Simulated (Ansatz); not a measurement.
Reaction (formal exchange of groups at a B–Te bond): `OB(O)[Te]C(F)(F)F` + `CCC` → `CCB(O)O` + `C[Te]C(F)(F)F`

Program: Ansatz. Geometries: PBE0-D4/def2-TZVP. ΔE: electronic, gas phase. CCSD(T)/CBS adds triple-zeta CCSD(T) − MP2 to the extrapolated MP2 energy (def2 sets, frozen cores). Functionals use def2-TZVPP. Elements past krypton have def2 core potentials. For Te outer-core shells are correlated without core-valence functions, which leaves a few kJ/mol of doubt a bond. Each species was taken in one conformer, which may not be the lowest.

| level | ΔE (kcal/mol) |
| --- | --- |
| ωB97M-V | 7.6 |
| PBE | 8.2 |
| r2SCAN | 8.2 |
| MP2/CBS(def2) | 8.0 |

Question: What does CCSD(T)/CBS give? (An estimate is asked.)

Answer: Ansatz gave: +7.4 kcal/mol. The listed levels differ from it by 0.2, 0.8, 0.8, 0.6 kcal/mol.

Largest T1 diagnostic among the species: 0.013.
